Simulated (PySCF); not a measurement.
**Computed spin Hamiltonian**

Species: C5H9N2 (doublet state).
Cartesian coordinates in Å at the GFN2-xTB level; atoms count from 1:
```xyz
16
C5H9N2 angstrom
C     -2.2400   -0.4497    1.1990
C     -1.6452    0.6148    0.5833
C     -0.4601    0.5944   -0.1410
N      0.0620    1.7429   -0.6980
C      0.3526   -0.6611   -0.3155
N      1.5690   -0.3959   -1.0234
C      2.6619   -0.8150   -0.5837
H     -1.8172   -1.4368    1.1691
H     -3.1621   -0.3313    1.7362
H     -2.1348    1.5793    0.6560
H     -0.5874    2.4937   -0.8703
H      0.7571    1.5812   -1.4118
H     -0.2260   -1.3624   -0.9336
H      0.5261   -1.1446    0.6612
H      2.7763   -1.3953    0.3389
H      3.5601   -0.6053   -1.1464
```

The hyperfine couplings belong to this conformer and change with its torsions.

Identity: `C=C[C](N)CN=C` [radical].

Computed, not measured: UKS B3LYP, pcH-1 on C H N, non-relativistic, mean-field spin-orbit, GIAO in PySCF. The structure is a single GFN2-xTB conformer in the gas phase; no vibrational or solvent corrections. Couplings are sensitive to structure, and on GFN2-xTB geometries they can be far from those on DFT ones. The SCF solution wasn't tested for stability.

* g1, g2, g3: 2.00214, 2.00273, 2.00335
* g_iso: 2.00274
* Form of g: rhombic: the two nearest values differ by 49 % of g3 − g1
* ⟨S²⟩: 0.7678 (exact 0.7500)
* α and β electrons: 27, 26
* Basis functions: 265

Hyperfine couplings atom by atom, in mT; T1 to T3 are the principal values of the dipolar part (MHz turned into mT with g_iso):

```tsv
atom	isotope	a_iso	T1	T2	T3	Mulliken spin population
C1	13C	1.62	-1.57	-1.51	3.09	0.59
C2	13C	-1.38	-0.63	0.22	0.41	-0.19
C3	13C	1.56	-1.59	-1.57	3.16	0.49
N4	14N	0.58	-0.35	-0.33	0.68	0.15
C5	13C	-0.68	-0.04	-0.01	0.05	-0.04
N6	14N	0.01	-0.01	0.00	0.01	0.00
C7	13C	-0.01	-0.02	0.00	0.02	0.00
H8	1H	-1.23	-0.68	-0.01	0.69	-0.02
H9	1H	-1.29	-0.78	0.01	0.77	-0.03
H10	1H	0.26	-0.18	-0.02	0.19	0.01
H11	1H	0.12	-0.37	-0.16	0.53	0.00
H12	1H	0.04	-0.38	-0.16	0.54	0.00
H13	1H	1.71	-0.13	-0.07	0.19	0.02
H14	1H	1.32	-0.13	-0.05	0.18	0.02
H15	1H	0.00	-0.04	-0.02	0.06	0.00
H16	1H	0.02	-0.02	-0.02	0.04	0.00
```

The Mulliken spin populations are largest on C1 (+0.59), C3 (+0.49), C2 (-0.19) and N4 (+0.15). The positive populations add up to 1.29 and the negative ones to -0.29, together 2S = 1. The angles at C1 add up to 360.0°, so it is planar.

The SMILES `C=C[C](N)CN=C` draws the unpaired electron on C3, whose computed spin population is only +0.49.

Axes: g2 points within 7° of the C3–N4 bond.

Under fast tumbling the dipolar parts average out, and these isotropic splittings remain: 2 × 1H (H13/H14, I = 1/2, 3 lines) with 1.51 mT, 1 × 1H (H9, I = 1/2, 2 lines) with 1.29 mT, 1 × 1H (H8, I = 1/2, 2 lines) with 1.23 mT, 1 × 14N (N4, I = 1, 3 lines) with 0.58 mT, 1 × 1H (H10, I = 1/2, 2 lines) with 0.26 mT and 2 × 1H (H11/H12, I = 1/2, 3 lines) with 0.08 mT.

Means are taken over nuclei equivalent by connectivity, which assumes that they swap fast. The 1H value of +42.5 MHz is a mean of couplings from 36.9 to 48.0 MHz in this one geometry, not an average over conformers.

The 13C coupling of C1 (45.5 MHz) shows only in satellite lines or after enrichment, since that isotope makes up about 1.07 % of natural carbon.

The spin density at the nucleus, in bohr⁻³, is negative for C2 (-0.0345), C5 (-0.0169) and H9 (-0.0081), for instance. A restricted open-shell determinant has no negative spin density anywhere; here it arises because α and β orbitals differ (spin polarisation).
